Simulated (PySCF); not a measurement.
## Two-component Hartree-Fock for Rh³⁺ (rhodium, charge +3)

Start: [Kr] 4d5 5p1; 4d5/2 filled at m_j = -3/2, -1/2, +1/2, +3/2, +5/2; 5p3/2 filled at m_j = +3/2. Calculated with PySCF 2.14 in x2c-SVPall-2c with one added diffuse shell each of s, p, d type (7s9p7d1f, 76 functions): generalised Hartree-Fock with the X2C-1e Hamiltonian and a Gaussian nucleus; one run each with spin-orbit coupling (SO) switched off, then screened by Boettger's factors. This is a chosen level, not necessarily the ground level.

```
spinor shell  electrons  ε, spin-free (eV)  ε, screened SO (eV)  weight of nominal j (screened SO)  rms radius, screened SO (bohr)
       1s1/2          2           -23382.7             -23381.3                              1.000                          0.0375
       2s1/2          2            -3509.0              -3508.6                              1.000                           0.154
       2p1/2          2            -3143.4              -3243.6                              1.000                           0.134
       2p3/2          4            -3143.4              -3096.9                              1.000                           0.138
       3s1/2          2            -698.50              -698.46                              1.000                           0.415
       3p1/2          2            -575.02              -592.93                              1.000                           0.411
       3p3/2          4            -575.02              -566.73                              1.000                           0.422
       3d3/2          4            -377.58              -380.89                              0.953                           0.401
       3d5/2          6            -377.58              -375.37                              0.969                           0.404
       4s1/2          2            -143.48              -143.53                              1.000                            1.04
       4p1/2          2            -104.98              -112.33                              0.671                            1.12
       4p3/2          4            -104.98              -101.48                              0.836                            1.13
       4d5/2          5            -54.809              -54.863                              0.566                            1.42
       5p3/2          1            -27.644              -27.453                              1.000                            3.17
```

```csv
quantity,spin-free,screened SO
E (hartree),-4777.93635,-4778.64959
M_J,4,4
⟨J²⟩,20.001,20.001
⟨L²⟩,2.001,2.048
⟨S²⟩,12.000,11.955
```

Each row is a mean over spinors that exchange with the open shell spreads, by up to 12.697 eV (4p3/2).

Rows whose weight is well below 1 are mixtures of j = l ± 1/2: exchange outweighs spin-orbit coupling there, and the label is only the starting occupation.

Breit and QED terms are absent; they matter most for the inner s and p1/2 levels.

Densities and radii are taken from the X2C orbitals without a picture-change correction, which distorts them close to the nucleus.

Without spin-orbit coupling the j labels of p, d and f shells carry no meaning; the spin-free column gives the mean over the occupied spinors of each nl shell.
